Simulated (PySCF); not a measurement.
A structure optimised at PBE-D3(BJ)/def2-SVP, used in a PySCF frequency run:

```xyz
13

Ge     0.1454     0.0178    -0.3365
N      1.4523    -1.2905    -0.2595
N      0.9832     1.6772    -0.4859
C     -1.0269    -0.2280     1.2112
C     -2.3550    -0.4081     1.0826
H     -0.7069    -0.1135    -1.6279
H      1.6653    -1.5944     0.6967
H      2.3292    -1.0001    -0.7075
H      1.4122     1.9967     0.3916
H      0.3424     2.4174    -0.7992
H     -0.5890    -0.1910     2.2269
H     -2.8391    -0.4517     0.0904
H     -3.0247    -0.5238     1.9533
```
Charge 0, spin multiplicity 1.

### Question
Write its SMILES and formula.

### Answer
C=[CH][GeH]([NH2])[NH2], C2H8GeN2

### Question
What are its rotational constants (standard atomic weights)?

### Answer
5.1607, 2.3899, 1.8798 GHz
